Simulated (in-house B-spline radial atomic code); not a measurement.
Configurations of Mg, with energies counted from [Ne] 3s2. Level of theory: scalar-relativistic (X2C) BHandHLYP, spin-polarised, spherical fractional occupations, exact exchange averaged over the configuration, Fermi nucleus of rms radius 3.057 fm; calculated with an all-electron radial atomic-structure program (B-spline basis). Shells without spins written out take the highest spin.

Occupations are held fixed; configurations that lie above the ionisation limit could autoionise.

```json
{"configuration": "[Ne] 3s1 3p1", "E - E(ref) (eV)": "2.8151", "highest orbital": "3p up", "its <r> (bohr)": "4.049"}
{"configuration": "[Ne] 3s1 4s1", "E - E(ref) (eV)": "5.0802", "highest orbital": "4s up", "its <r> (bohr)": "8.482"}
{"configuration": "[Ne] 3s1 4p1", "E - E(ref) (eV)": "5.7933", "highest orbital": "4p up", "its <r> (bohr)": "11.01"}
{"configuration": "[Ne] 3s1 4f1", "E - E(ref) (eV)": "6.696", "highest orbital": "4f up", "its <r> (bohr)": "17.63"}
{"configuration": "[He] 2s2 2p5 3s2 4s1", "E - E(ref) (eV)": "54.874", "highest orbital": "4s up", "its <r> (bohr)": "7.765"}
{"configuration": "[He] 2s1 2p6 3s2 4f1", "E - E(ref) (eV)": "93.754", "highest orbital": "4f up", "its <r> (bohr)": "17.55"}
```

Q: Order these further configurations by energy, lowest first.
A. [He] 2s1 2p6 3s2 4p1
B. [He] 2s1 2p6 3s2 4d1
C. [He] 2s2 2p5 3s2 3d1
D. [He] 2s2 2p5 3s2 4p1
E. [Ne] 3s1 4d1

A: E (6.5606 eV), D (55.681 eV), C (55.858 eV), A (92.708 eV), B (93.563 eV).

Q: How far above the reference does [He] 2s2 2p5 3s2 3p1 lie?

A: 51.727 eV; its least bound orbital is 3p up with <r> = 3.423 bohr.
